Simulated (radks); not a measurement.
Removal energies from the promethium ion Pm5+, [Xe] 4f(5/2: 2, 7/2: 0), by Delta-SCF beside the eigenvalue of the level emptied. Method: Dirac Kohn-Sham, relativistic LDA (MacDonald-Vosko exchange, VWN5 correlation), spin-unpolarised, spherical densities, finite nucleus; Fermi nuclear charge, rms radius of each element as measured or else 0.836 A^(1/3) + 0.57 fm; computed with a radial shooting solver on a logarithmic mesh with Libxc functionals. Sub-shells are occupied by j as written (lower j first in brackets).

removed from                                  final configuration  Delta-SCF (eV)  -eigenvalue (eV)
4f5/2                                     [Xe] 4f(5/2: 1, 7/2: 0)          84.740            73.154
5p3/2         [Kr] 4d10 4f(5/2: 2, 7/2: 0) 5s2 5p(1/2: 2, 3/2: 3)          85.563            78.353
5p1/2         [Kr] 4d10 4f(5/2: 2, 7/2: 0) 5s2 5p(1/2: 1, 3/2: 4)          90.344            82.874
5s1/2                        [Kr] 4d10 4f(5/2: 2, 7/2: 0) 5s1 5p6          109.98            102.02
